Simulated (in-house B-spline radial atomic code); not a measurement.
Settings and results of a run for the neodymium ion Nd¹⁴⁺. Method: Dirac-Kohn-Sham HSE06, spherical fractional occupations, Fermi nucleus of rms radius 4.9123 fm. Calculated with a radial B-spline atomic code at the basis-set limit.

Command:
```bash
python run_scf.py task.json out
```
Settings (nuclear radius in fm, mass in u):
```
Z                60
configuration    [Kr] 4d10
hamiltonian      dirac
method           hse06
spin_polarised   False
nucleus          fermi
rms_radius       4.9123
atomic_mass      141.90773
speed_of_light   137.035999084
```

Output (hartree, bohr):
```
 radial grid: 62 intervals, B-splines of order 8, outer radius 7.0748 bohr

 iter        energy (Eh)    residual
    1       -9538.104798    1.92e+00
    2       -9566.230618    6.99e-01
    3       -9571.845033    2.06e-01
    4       -9572.353590    6.49e-02
    5       -9572.391235    2.50e-02
    6       -9572.400100    1.81e-03
    7       -9572.400124    3.76e-05
    8       -9572.400124    6.12e-07
    9       -9572.400124    2.39e-08

 total energy                     -9572.40012
 kinetic                           10325.1267
 electron-nucleus                 -22913.3199
 Hartree                            3229.2267
 exact exchange                      -51.9187
 exchange-correlation               -161.5151

 first-order corrections (not in the total)
   Gaunt                             9.2703
   retardation                      -0.9692
   frequency dependence             -0.1112
   self-energy                       6.4164
   Uehling                          -0.9752
   Wichmann-Kroll                    0.0276
   recoil                            0.0243

 orbital      occ     eigenvalue          <r>       <r^2>       <1/r>       r_max    small
 1s1/2      2.000     -1607.7707    0.0236273 0.000759816     66.0493     0.01509  4.95e-02
 2s1/2      2.000      -269.4586     0.100459   0.0119697      15.638     0.08562  1.08e-02
 2p1/2      2.000      -255.2908    0.0842495  0.00875764      15.608     0.06511  1.09e-02
 2p3/2      4.000      -236.1676    0.0906537    0.010008     14.0296     0.07054  1.02e-02
 3s1/2      2.000       -66.8662     0.265444   0.0806285     5.67524      0.2437  3.37e-03
 3p1/2      2.000       -60.8137     0.255249   0.0757189     5.58508      0.2308  3.30e-03
 3p3/2      4.000       -56.9688     0.267539   0.0829745     5.19177      0.2423  3.11e-03
 3d3/2      4.000       -46.4707     0.238995   0.0672917     5.05617      0.1942  2.99e-03
 3d5/2      6.000       -45.6434      0.24284   0.0693339     4.95683      0.1975  2.93e-03
 4s1/2      2.000       -21.1734     0.595543    0.399169     2.39917      0.5607  1.09e-03
 4p1/2      2.000       -18.8344     0.607878    0.418691     2.30453      0.5669  1.02e-03
 4p3/2      4.000       -17.9478      0.63204    0.452201     2.18108      0.5901  9.67e-04
 4d3/2      4.000       -14.0463     0.660824    0.501229     1.99828      0.5995  8.37e-04
 4d5/2      6.000       -13.8801     0.668619    0.512818     1.96825      0.6068  8.22e-04
```

Run time, properties included: 2.5 s on 1 thread of Intel(R) Xeon(R) Platinum 8488C (shared host).

For the Dirac Hamiltonian the kinetic term is c α·p + (β - 1)c².
